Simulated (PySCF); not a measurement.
hydrogen iodide (HI), singlet, at a GFN2-xTB geometry (core potentials on I), atoms displaced at random by about 0.03 Å a coordinate; R2SCAN/def2-SVP, gradient (PySCF).

Here is a job for PySCF.
```python
from pyscf import gto, scf, dft

mol = gto.M(
    atom='''
I     0.00501533   -0.01026075   -0.04263006
H     0.01533286    0.00645863    1.53998585
''',
    basis='def2-svp',
    ecp={'I': 'def2-svp'},
    verbose=4,
)

mf = dft.RKS(mol)
mf.xc = 'r2scan'
mf.kernel()
g = mf.nuc_grad_method()
grad = g.kernel()
```

Output, abridged:

```
PySCF version 2.14.0

[INPUT] verbose = 4
[INPUT] num. atoms = 2
[INPUT] num. electrons = 26
[INPUT] charge = 0
[INPUT] spin (= nelec alpha-beta = 2S) = 0
[INPUT] symmetry False subgroup None
[INPUT] Mole.unit = angstrom
[INPUT] Symbol           X                Y                Z      unit          X                Y                Z       unit  Magmom
[INPUT]  1 I      0.005015330000  -0.010260750000  -0.042630060000 AA    0.009477600124  -0.019390007333  -0.080559138074 Bohr   0.0
[INPUT]  2 H      0.015332860000   0.006458630000   1.539985850000 AA    0.028974906106   0.012205041840   2.910151492206 Bohr   0.0

nuclear repulsion = 8.35857325174766
number of shells = 13
number of NR pGTOs = 68
number of NR cGTOs = 31
basis = def2-svp
ecp = {'I': 'def2-svp'}

******** <class 'pyscf.dft.rks.RKS'> ********
method = RKS
initial guess = minao
damping factor = 0
level_shift factor = 0
DIIS = <class 'pyscf.scf.diis.CDIIS'>
diis_start_cycle = 1
diis_space = 8
diis_damp = 0
SCF conv_tol = 1e-09
SCF conv_tol_grad = None
SCF max_cycles = 50
direct_scf = True
direct_scf_tol = 1e-13
XC library pyscf.dft.libxc version 7.1.2
    S. Lehtola, C. Steigemann, M. J. T. Oliveira, and M. A. L. Marques,  SoftwareX 7, 1–5 (2018)
XC functionals = r2scan
    J. W. Furness, A. D. Kaplan, J. Ning, J. P. Perdew, and J. Sun,  J. Phys. Chem. Lett. 11, 8208–8215 (2020)
    J. W. Furness, A. D. Kaplan, J. Ning, J. P. Perdew, and J. Sun,  J. Phys. Chem. Lett. 11, 9248–9248 (2020)
    J. W. Furness, A. D. Kaplan, J. Ning, J. P. Perdew, and J. Sun,  J. Phys. Chem. Lett. 11, 8208–8215 (2020)
    J. W. Furness, A. D. Kaplan, J. Ning, J. P. Perdew, and J. Sun,  J. Phys. Chem. Lett. 11, 9248–9248 (2020)
radial grids:
    Treutler-Ahlrichs [JCP 102, 346 (1995); DOI:10.1063/1.469408] (M4) radial grids

becke partition: Becke, JCP 88, 2547 (1988); DOI:10.1063/1.454033
pruning grids: <function nwchem_prune>
grids dens level: 3
symmetrized grids: False
atomic radii adjust function: <function treutler_atomic_radii_adjust>
small_rho_cutoff = 0
Set gradient conv threshold to 3.16228e-05
Initial guess from minao.
tot grids = 31768
init E= -267.29873620131
  HOMO = -1.20651306186442  LUMO = -0.709885139232425  gap/eV = 13.51393
cycle= 1 E= -296.981454760769  delta_E= -29.7  |g|= 2.99  |ddm|= 8.13
  HOMO = 0.0391972309354848  LUMO = 0.151251401490836  gap/eV = 3.04915
cycle= 2 E= -297.484019571009  delta_E= -0.503  |g|= 2.29  |ddm|= 7.18
  HOMO = -0.264885698325948  LUMO = -0.0163934187157944  gap/eV = 6.76182
cycle= 3 E= -298.376460684499  delta_E= -0.892  |g|= 0.293  |ddm|= 3.46
  HOMO = -0.246309184651595  LUMO = -0.0444907383971493  gap/eV = 5.49176
cycle= 4 E= -298.394455227612  delta_E= -0.018  |g|= 0.187  |ddm|= 0.703
  HOMO = -0.252169580399245  LUMO = -0.0375710256557991  gap/eV = 5.83952
cycle= 5 E= -298.408608834768  delta_E= -0.0142  |g|= 0.0138  |ddm|= 0.265
  HOMO = -0.256613149914878  LUMO = -0.0413487651461271  gap/eV = 5.85764
cycle= 6 E= -298.408668698114  delta_E= -5.99e-05  |g|= 0.00176  |ddm|= 0.0296
  HOMO = -0.256283688673327  LUMO = -0.0413115906030557  gap/eV = 5.84969
cycle= 7 E= -298.408669643594  delta_E= -9.45e-07  |g|= 0.000149  |ddm|= 0.0029
  HOMO = -0.256263450815863  LUMO = -0.0412612162544326  gap/eV = 5.85051
cycle= 8 E= -298.40866965258  delta_E= -8.99e-09  |g|= 8.69e-06  |ddm|= 0.000275
  HOMO = -0.256263578168057  LUMO = -0.0412639264195516  gap/eV = 5.85044
cycle= 9 E= -298.408669652617  delta_E= -3.68e-11  |g|= 4.52e-07  |ddm|= 1.99e-05
  HOMO = -0.25626363265524  LUMO = -0.041263987565233  gap/eV = 5.85044
Extra cycle  E= -298.408669652618  delta_E= -5.68e-13  |g|= 4.31e-07  |ddm|= 1.25e-06
converged SCF energy = -298.408669652618

******** <class 'pyscf.grad.rks.Gradients'> for <class 'pyscf.dft.rks.RKS'> ********
unit = Eh/Bohr
grid_response = False
--------------- RKS gradients ---------------
         x                y                z
0 I     0.0000992285     0.0001607994     0.0152354446
1 H    -0.0000991828    -0.0001607217    -0.0151966181
----------------------------------------------
```
